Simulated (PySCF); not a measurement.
C₃H₆FSi (doublet state).
SMILES with atom numbers: `[H]/[C:1]=[CH:2]\[CH2:3][SiH2:4][F:5]` (hydrogens: H6 on C1; H7 on C2; H8, H9 on C3; H10, H11 on Si4)

Cartesian coordinates in Å at the GFN2-xTB level; atoms count from 1:
```xyz
11
C3H6FSi angstrom
C      2.0990    0.1072    1.0228
C      1.1888    0.5947    0.2502
C      0.2305   -0.2093   -0.6120
Si    -1.5667   -0.0245   -0.0245
F     -2.4793   -0.8977   -1.0297
H      2.4688   -0.8437    1.3279
H      1.0520    1.6668    0.1629
H      0.5267   -1.2598   -0.5984
H      0.3254    0.1420   -1.6424
H     -1.7834   -0.6111    1.2884
H     -2.0563    1.3381   -0.1712
```

The hyperfine couplings belong to this conformer and change with its torsions.

Method used: UKS B3LYP, pcH-1 on C F H Si, non-relativistic, mean-field spin-orbit, GIAO in PySCF 2.14.0. Geometry: GFN2-xTB, one conformer, isolated molecule. Couplings are sensitive to structure, and on GFN2-xTB geometries they can be far from those on DFT ones. No stability test was run, so a lower SCF solution isn't excluded.

**Question.** Break the g tensor into its mass correction, gauge correction and orbital-Zeeman/spin–orbit terms.

**Answer.** 
| Δg (ppm) | 1 | 2 | 3 |
| --- | --- | --- | --- |
| relativistic mass correction | -148 | -148 | -148 |
| gauge correction | 34 | 9 | -30 |
| orbital Zeeman/spin–orbit | -505 | 51 | 534 |
| total | -618 | -88 | 356 |

So g = 2.00170, 2.00223, 2.00268 and g_iso = 2.00220; the tensor is rhombic: the two nearest values differ by 46 % of g3 − g1. Axes: g1 points within 7° of the C1–H6 bond and g2 points within 5° of the C2–C3 bond.

**Question.** What are the electron Larmor frequencies g μB B/h along the three axes at 330 mT?

**Answer.** 9.2454, 9.2478, 9.2499 GHz for g1, g2 and g3, a range of 4.5 MHz.

**Question.** What effective moment and Curie constant follow for a powder?

**Answer.** With the mean of g² = 4.0088 and S(S+1) = 0.75: μ_eff = √(⟨g²⟩S(S+1)) = 1.734 μB and χT = 0.12505·⟨g²⟩·S(S+1) = 0.376 cm³ K/mol (cgs; spin-Hamiltonian part alone).

**Question.** In a frozen sample, at which fields do the three g values resonate at 9.5, 34, 94 and 263 GHz (hyperfine left aside), and which band first spreads them over more than twice a line width of 0.3 mT?

**Answer.** 
```
band    GHz  B(g3) mT  B(g2) mT  B(g1) mT  spread mT
   X    9.5    338.92    339.00    339.09       0.16
   Q   34.0   1212.99   1213.26   1213.58       0.59
   W   94.0   3353.56   3354.30   3355.19       1.63
   J  263.0   9382.83   9384.91   9387.39       4.57
```

The spread grows in proportion to the frequency. W band is the first where it exceeds 0.6 mT.

Largest spin populations (Mulliken): C1 (+1.04), C2 (-0.17) and C3 (+0.08). No atom but C1 exceeds +0.15. The positive populations add up to 1.17 and the negative ones to -0.17, together 2S = 1.

The HOMO–LUMO gaps are 6.25 eV among the α and 5.00 eV among the β orbitals.
